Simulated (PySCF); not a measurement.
# Radial density of Sn(2+) (tin, charge +2)

r2SCAN, [Kr] 4d9 5s2 5p1, one real determinant (an excited configuration). Calculation: PySCF 2.14, in x2c-QZVPPall with one added diffuse shell each of s, p, d, f type (14s10p8d5f1g, 128 functions); scalar relativity by spin-free X2C-1e.

```csv
r (bohr),4πr²ρ (e/bohr),4πr²(ρα − ρβ)
0.0304,58.74,0.0085
0.0511,60.01,0.0262
0.0859,82.32,0.0731
0.145,61.12,0.2387
0.243,66.75,0.3161
0.409,36.95,0.0023
0.688,22.35,0.9963
1.16,13.10,0.8628
1.95,2.969,0.6014
3.27,0.5494,0.2525
5.51,0.01035,0.0077
```

Densities and radii are taken from the X2C orbitals without a picture-change correction, which distorts them close to the nucleus.

⟨L²⟩ = 8.02 against 12 for a pure F term, so this real determinant mixes terms.
